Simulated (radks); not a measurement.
Results of a calculation; reference values are marked as such.
Problem. All-electron atom: neutral gallium in [Ar] 3d10 4s1.5 4p1 4d0.5 (fractional occupations, a model configuration). Level of theory: non-relativistic Kohn-Sham, Wu-Cohen GGA, spin-unpolarised, spherical densities, point nucleus (a radial shooting solver on a logarithmic mesh with Libxc functionals). Some entries of the table are withheld. Estimate them.

orbital,occ.,eigenvalue (eV),r(max) (bohr),<1/r> (bohr^-1)
1s,2,-10092.85,0.03262,30.50
2s,2,-1235.339,0.1859,6.674
2p,6,-1095.358,(1),6.646
3s,2,-146.7584,0.5736,2.138
3p,6,-101.3425,0.5705,2.012
3d,10,(2),0.5314,1.658
4s,1.5,-11.6946,1.894,0.5681
4p,1,-5.0144,(3),0.4281
4d,0.5,-0.4336,14.72,0.08191

Solution. 
(1) 2p r(max) (bohr): 0.1478
(2) 3d eigenvalue (eV): -23.4723
(3) 4p r(max) (bohr): 2.397
